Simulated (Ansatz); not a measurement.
`Cl[Si](Cl)(Br)Br` and `ClC(Cl)(Br)Br` differ in one element.

Ansatz, PBE0-D4/def2-TZVP geometries, multiplicity 1. 

Scalar relativity is left out up to krypton.

```
                                                                                  property  `Cl[Si](Cl)(Br)Br`
                                                      HOMO–LUMO gap (PBE0/def2-TZVPP) / eV                7.62
                                        size of the dipole moment (ωB97M-V/def2-TZVPP) / D                0.07
                                                       HOMO energy (B3LYP/def2-TZVPP) / eV               -8.53
                                          size of the dipole moment (B3LYP/def2-TZVPP) / D                0.11
                                                       LUMO energy (B3LYP/def2-TZVPP) / eV               -1.46
ideal-gas entropy at 298 K and 1 bar (rigid rotor, harmonic PBE0-D4/def2-TZVP) / J/(mol·K)                 371
```

(1) Give the same properties after the change, and the shifts. (An estimate is asked.)

## Answers

(1) Ansatz gave: 
```json
{"property": "HOMO–LUMO gap (PBE0/def2-TZVPP) / eV", "`ClC(Cl)(Br)Br`": "6.22", "shift": "-1.40"}
{"property": "size of the dipole moment (ωB97M-V/def2-TZVPP) / D", "`ClC(Cl)(Br)Br`": "0.03", "shift": "-0.04"}
{"property": "HOMO energy (B3LYP/def2-TZVPP) / eV", "`ClC(Cl)(Br)Br`": "-8.08", "shift": "0.45"}
{"property": "size of the dipole moment (B3LYP/def2-TZVPP) / D", "`ClC(Cl)(Br)Br`": "0.00", "shift": "-0.11"}
{"property": "LUMO energy (B3LYP/def2-TZVPP) / eV", "`ClC(Cl)(Br)Br`": "-2.38", "shift": "-0.92"}
{"property": "ideal-gas entropy at 298 K and 1 bar (rigid rotor, harmonic PBE0-D4/def2-TZVP) / J/(mol·K)", "`ClC(Cl)(Br)Br`": "348", "shift": "-23"}
```

With PBE0 the HOMO rises by 0.46 eV and the LUMO falls by 0.94 eV, so the gap narrows by about 1.40 eV. PBE moves the HOMO by 0.48 eV and ωB97M-V by 0.42 eV.

B3LYP here is the variant with VWN-RPA as its local correlation; programs differ in this.

Spin–orbit coupling is left out; it splits and shifts lone-pair levels of the heavy atoms by tenths of an eV.
